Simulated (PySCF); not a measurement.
SiCl2HI, SMILES [SiH](Cl)(Cl)I.

Coordinates come from a B3LYP-D3(BJ)/def2-SVP optimisation. The def2 effective core potentials stand for the cores of I; spin–orbit coupling is left out.

The numbers are results of ωB97X/def2-TZVP (PySCF), not measurements.

Symmetry labels are those of the subgroup Cs that the program uses (full group Cs).

Computed valence orbital energies around the gap with their symmetry:
| orbital | symmetry | energy (eV) |
|---|---|---|
| HOMO−7 | A" | -14.48 |
| HOMO−6 | A' | -13.74 |
| HOMO−5 | A" | -12.47 |
| HOMO−4 | A' | -12.45 |
| HOMO−3 | A" | -12.08 |
| HOMO−2 | A' | -11.50 |
| HOMO−1 | A' | -10.39 |
| HOMO | A" | -10.35 |
| LUMO | A' | 0.74 |
| LUMO+1 | A" | 1.95 |
| LUMO+2 | A' | 2.05 |
| LUMO+3 | A' | 3.21 |
